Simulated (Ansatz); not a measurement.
Gas-phase electronic energies from Ansatz, PBE0-D4/def2-TZVP geometries. CCSD(T)/CBS adds triple-zeta CCSD(T) − MP2 to the extrapolated MP2 energy (def2 sets, frozen cores). This one scheme is used for every species. Functionals use def2-TZVPP. B3LYP here is the variant with VWN-RPA as its local correlation; programs differ in this. For Ge outer-core shells are correlated without core-valence functions, which leaves a few kJ/mol of doubt a bond. Scalar relativity is left out up to krypton. Each species was taken in one conformer, which may not be the lowest.

Consider the ligand exchange at a Ge–C bond: `N[CH2][GeH3]` + `N[SiH](F)F` → `F[SiH](F)[NH][GeH3]` + CH₃NH₂.

`N[CH2][GeH3]`:

Cartesian coordinates in Å:
```
N 0.530 1.419 0.254
C 0.584 -0.020 0.463
Ge -0.952 -0.880 -0.410
H 0.622 1.646 -0.728
H 1.285 1.888 0.739
H 1.507 -0.508 0.119
H 0.497 -0.226 1.533
H -0.992 -0.451 -1.890
H -2.266 -0.456 0.265
H -0.815 -2.413 -0.347
```

`N[SiH](F)F`:

Cartesian coordinates in Å:
```
N 0.237 1.024 -0.029
Si -0.160 -0.611 -0.078
F 1.124 -1.416 -0.547
F -0.539 -1.247 1.330
H -0.472 1.737 -0.045
H 1.108 1.360 0.348
H -1.298 -0.847 -0.978
```

`F[SiH](F)[NH][GeH3]`:

Cartesian coordinates in Å:
```
F -0.236 -0.571 -2.385
Si 0.155 0.631 -1.420
F -1.189 1.468 -1.287
N 0.658 0.118 0.102
Ge -0.357 -0.660 1.441
H 1.191 1.434 -2.091
H 1.649 0.165 0.287
H -0.320 0.235 2.690
H 0.228 -2.041 1.777
H -1.779 -0.778 0.886
```

CH₃NH₂:

```xyz
7

C    -0.470    0.222   -0.230
N     0.674   -0.590    0.149
H    -0.576    1.170    0.318
H    -1.387   -0.353   -0.082
H    -0.410    0.458   -1.295
H     0.632   -0.829    1.131
H     1.536   -0.079    0.009
```

| level | ΔE (kJ/mol) | difference from CCSD(T)/CBS |
| --- | --- | --- |
| PBE-D4 | -26.8 | 5.3 |
| r2SCAN-D4 | -31.3 | 0.8 |
| PBE0-D4 | -29.7 | 2.4 |
| B3LYP-D4 | -34.1 | -2.0 |
| B3LYP | -31.8 | 0.3 |
| SCS-MP2/def2-TZVPP | -37.8 | -5.7 |
| CCSD/def2-TZVPP | -35.3 | -3.2 |
| SCS-MP2/def2-QZVPP | -36.8 | -4.7 |
| HF/CBS(def2) | -46.1 | -14.0 |
| CCSD/CBS(def2) | -32.8 | -0.7 |
| CCSD(T)/CBS | -32.1 | 0 |

Largest T1 diagnostic among the species: 0.012.

In def2-TZVPP, CCSD(T) changes the Hartree–Fock value by +10.5 kJ/mol (the triples alone add +0.8 kJ/mol) and MP2 by +10.7 kJ/mol.
